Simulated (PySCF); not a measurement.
Compound: C₅H₇F₃NP.
Cartesian coordinates in Å at the PBE0-D3(BJ)/def2-SVP level; atoms count from 1:
```xyz
17
C5H7F3NP angstrom
C      3.6778   -0.0937   -0.1793
C      2.2435    0.0505   -0.3316
C      1.0379    0.1734   -0.4475
P     -0.6827    0.3525   -0.7906
N     -1.3458   -0.9546    0.0548
C     -2.6751   -1.4305   -0.2555
C     -0.9977    1.7585    0.4478
F     -2.3099    2.0342    0.4568
F     -0.6610    1.4371    1.7037
F     -0.3433    2.8733    0.1250
H      4.0031    0.2000    0.8307
H      4.2156    0.5332   -0.9076
H      3.9827   -1.1392   -0.3448
H     -1.0588   -1.0720    1.0228
H     -2.8593   -1.3162   -1.3344
H     -2.7644   -2.5025   -0.0178
H     -3.4787   -0.8901    0.2778
```

Computed with PySCF at PBE0/pcSseg-1, non-relativistic, on one gas-phase PBE0-D3(BJ)/def2-SVP geometry that isn't relaxed in the solvent. The solvent is an IEF-PCM continuum (Bondi radii, 1.10 Å for H, scaled by 1.2). Only the electrostatic response of the medium enters.

```json
{"run": "gas", "E − E(gas) (kcal/mol)": "0.00", "HOMO (eV)": "-6.95", "HOMO–LUMO gap (eV)": "6.61", "dipole (D)": "2.70"}
{"run": "P", "E − E(gas) (kcal/mol)": "-5.45", "HOMO (eV)": "-6.99", "HOMO–LUMO gap (eV)": "6.62", "dipole (D)": "3.27"}
{"run": "Q", "E − E(gas) (kcal/mol)": "-2.53", "HOMO (eV)": "-6.95", "HOMO–LUMO gap (eV)": "6.63", "dipole (D)": "2.99"}
```

Question: The runs were made in benzene and methanol. Which run belongs to which solvent?

Answer: P = methanol, Q = benzene. The dielectric constants are 2.271 (benzene), 32.61 (methanol), and the energy falls further as ε rises. In this model the ground state sees the solvent through ε alone.

Question: How constant is the ratio of the lowering to (ε − 1)/(2ε + 1)?

Answer: 
```tsv
solvent	(ε − 1)/(2ε + 1)	E − E(gas) (kcal/mol)	ratio (kcal/mol)	polarisation term (kcal/mol)
benzene	0.229	-2.53	-11.0	-2.68
methanol	0.477	-5.45	-11.4	-6.14
```

The ratio changes by +3.5 % in size from benzene to methanol. The polarisation term is half the interaction of the solute with the induced surface charges.
